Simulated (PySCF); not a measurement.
Compound: cyclo-(Cl2SnNH)3.
Bonds: Sn1–Cl2, Sn1–Cl3, Sn1–N4, Sn1–N12, N4–Sn5, Sn5–Cl6, Sn5–Cl7, Sn5–N8, N8–Sn9, Sn9–Cl10, Sn9–Cl11, Sn9–N12. Hydrogens: H13 on N4; H14 on N8; H15 on N12.

Method used: PySCF, PBE0-D3(BJ)/def2-SVP geometry optimisation, gas phase, def2 core potentials past Kr.

How far are the bound atoms from Sn1?

4 atoms: N4 2.008 Å, N12 2.009 Å, Cl2 2.324 Å, Cl3 2.332 Å. The nearest atom not counted as bound is H15, at 2.58 Å.

List the angles at Sn1.

```
      angle  degrees  distance of the outer atoms (Å)
 Cl3–Sn1–N4    112.7                             3.62
Cl2–Sn1–N12    111.3                             3.58
Cl3–Sn1–N12    109.7                             3.55
 Cl2–Sn1–N4    109.6                             3.54
 N4–Sn1–N12    108.4                             3.26
Cl2–Sn1–Cl3    105.1                             3.70
```

What is the shape at Sn1?

Distorted tetrahedral: angles from 105.1° to 112.7°; τ4 = (360° − α − β)/141° = 0.96 with α and β the two widest (0 for a square, 1 for a tetrahedron).

Give some angles away from the centre.

Sn1–N4–Sn5 125.7°, N4–Sn5–N8 106.3°, Cl6–Sn5–Cl7 107.3°, Sn5–N8–Sn9 124.5°, N8–Sn9–N12 108.5°, Sn1–N12–Sn9 128.6°.

What are the rotational constants (commonest isotopes, rigid rotor)?

A = 183.5, B = 176.8, C = 120.1 MHz: an asymmetric top.

Point group: near Cs, missed by 0.13 Å at most; the miss may be what the optimiser left on a soft mode. Charge 0, singlet. No PBE0-D3(BJ)/def2-SVP frequencies stand behind this structure, so it isn't proved a minimum.

One conformer stands for the species.
